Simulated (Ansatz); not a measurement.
Molecule: InF2, net charge 0, doublet state. SMILES: [F][In][F]
Geometry from a B3LYP-D3(BJ)/def2-TZVP (Ansatz, a quantum-chemistry and plane-wave program) optimisation:
```
In
F 1 1.9759
F 1 1.9759 2 117.83
```
Charge 0, spin multiplicity 2.

Wanted: atomisation energy, in kcal/mol. Conventions: open shells spin-unrestricted; STO-3G and 3-21G all-electron and non-relativistic; dispersion terms only where a functional's name holds one; atomisation electronic, to ground-state atoms; no spin-orbit coupling; def2 sets with scalar-relativistic core potentials past Kr. Ab initio and DFT rows: single points at B3LYP-D3(BJ) geometries (Ansatz). The spin state of an ion or metal species was assumed, not searched.

| species | coefficient | E at B3LYP/STO-3G (Ansatz), Eh | E at PBE0/def2-TZVPD (Ansatz), Eh |
|---|---|---|---|
| [F][In][F] | -1 | -5881.58490 | -389.76130 |
| F atom | +2 | -98.26898 | -99.67703 |
| In atom | +1 | -5684.71160 | -190.11403 |

 1 Eh = 627.5095 kcal/mol.

Work the quantity out at each level.


- B3LYP/STO-3G: the sum of coefficient times E is 0.33534 Eh, or 210.43 kcal/mol. Result: 210.4 kcal/mol.
- PBE0/def2-TZVPD: the sum of coefficient times E is 0.29321 Eh, or 183.99 kcal/mol. Result: 184.0 kcal/mol.
